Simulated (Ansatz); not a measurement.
C$_{2}$H$_{6}$F$_{2}$S$_{2}$Si (`CS[Si](F)(F)SC`). Total charge 0; spin multiplicity 1.

```xyz
13

C     0.5281    1.9000    1.6463
S    -0.8190    0.9146    0.9181
Si    0.1638   -0.9094    0.5913
F     0.3721   -1.7419    1.9248
F     1.6324   -0.5955    0.0626
S    -0.9209   -2.1234   -0.7228
C    -0.8269   -1.0873   -2.2178
H     0.1415    2.9130    1.7498
H     0.7986    1.5191    2.6296
H     1.3974    1.9107    0.9921
H    -1.2404   -0.0975   -2.0327
H     0.2004   -1.0091   -2.5690
H    -1.4273   -1.5933   -2.9726
```

(1) What are the harmonic wavenumbers in cm⁻¹ at PBE0-D4/def2-TZVP (Ansatz, finite differences of forces, unscaled)? (An estimate is asked.)

(2) Is this a minimum?

(3) Give the ideal-gas thermochemistry at 298.15 K and 1 bar (rigid rotor, harmonic oscillator; point group C1, symmetry number 1).

(4) And at 400, 500, 600, 800 and 1000 K?

(5) Rotational constants (cm⁻¹)?

Results:

(1) Computed: 45, 65, 91, 98, 119, 140, 198, 219, 279, 316, 320, 492, 625, 719, 721, 879, 937, 974, 978, 985, 991, 1349, 1351, 1467, 1468, 1476, 1477, 3075, 3077, 3170, 3172, 3174, 3179.

(2) Yes, all 33 modes are real.

(3) Zero-point energy 225.1 kJ/mol; H(298) − E = 255.3 kJ/mol; entropy 433.7 J/(mol·K), of which translation 172.2, rotation 123.1, vibration 138.4; G(298) − E = 126.0 kJ/mol. Modes under 100 cm⁻¹ are hindered rotations or soft bends, so the harmonic entropy is rough.

(4) 
```
T (K)  H − E (kJ/mol)  S (J/mol/K)  G − E (kJ/mol)
  400           271.5        480.4            79.4
  500           289.6        520.6            29.3
  600           309.4        556.6           -24.6
  800           352.8        618.9          -142.4
 1000           400.1        671.7          -271.6
```

(5) 0.06886, 0.03612, 0.0311.
